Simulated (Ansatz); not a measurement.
Isolated molecules relaxed with PBE0-D4/def2-TZVP in Ansatz; ΔE leaves out vibrations. CCSD(T)/CBS adds triple-zeta CCSD(T) − MP2 to the extrapolated MP2 energy (def2 sets, frozen cores). Functionals use def2-TZVPP. For Ge outer-core shells are correlated without core-valence functions, which leaves a few kJ/mol of doubt a bond. Scalar relativity is left out up to krypton. Each species was taken in one conformer, which may not be the lowest.

Consider the formal exchange of groups at a C–C bond: `ClC[CH2][GeH3]` + `C=N[SiH2]F` → `C=N[SiH](F)CCl` + `[CH3][GeH3]`.

```tsv
level	ΔE (kJ/mol)
PBE-D4	-40.1
r2SCAN	-43.0
SCS-MP2/def2-TZVPP	-35.0
CCSD/def2-TZVPP	-37.7
```

(1) What does CCSD(T)/CBS give? (Estimate.)

Largest T1 diagnostic among the species: 0.013.

## Answers

(1) Computed: -37.4 kJ/mol. The listed levels differ from it by -2.7, -5.6, 2.4, -0.3 kJ/mol.

CCSD(T)/CBS has its own doubt, a few kJ/mol and more with outer-core shells, so smaller differences from it don't rank the levels.
